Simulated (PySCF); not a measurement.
Sn(Me)(Cl)2 (CH₃Cl₂Sn), SMILES [CH3][Sn]([Cl])[Cl], multiplicity 2.

Coordinates come from a PBE0-D3(BJ)/def2-SVP optimisation. The multiplicity is an assumed one; no other spin state was optimised. The isomer is the one that the SMILES or the coordinates give; other isomers of the formula were not compared. The def2 effective core potentials stand for the cores of Sn; spin–orbit coupling is left out.

These are PBE0-D3(BJ)/def2-SVP (PySCF 2.14.0) values and carry that method's errors.

Frequencies are harmonic and unscaled.

A small imaginary wavenumber (i) marks a very flat motion, where grid noise or a shallow saddle decides the sign.

**Question.** List the normal modes with their intensities. (An estimate is asked for; the answer gives what the named calculation found.)

**Answer.** 
| mode | ν (cm⁻¹) | IR (km/mol) | moving atoms (share of kinetic energy) |
|---|---|---|---|
| 1 | 7i | 0.0 | H 99 % |
| 2 | 105 | 3.8 | Cl 82 %, Sn 15 % |
| 3 | 118 | 0.5 | C 48 %, Cl 23 %, H 23 % |
| 4 | 130 | 3.7 | C 32 %, Cl 26 %, Sn 26 %, H 17 % |
| 5 | 352 | 30.7 | Cl 80 %, Sn 17 % |
| 6 | 363 | 65.2 | Cl 73 %, Sn 27 % |
| 7 | 467 | 10.0 | C 71 %, H 15 %, Sn 13 % |
| 8 | 712 | 16.5 | H 85 %, C 14 % |
| 9 | 732 | 13.9 | H 85 %, C 14 % |
| 10 | 1133 | 4.9 | H 84 %, C 15 % |
| 11 | 1411 | 7.6 | H 94 % |
| 12 | 1415 | 6.7 | H 95 % |
| 13 | 3076 | 0.2 | H 98 % |
| 14 | 3219 | 0.9 | H 90 %, C 10 % |
| 15 | 3223 | 1.0 | H 90 %, C 10 % |
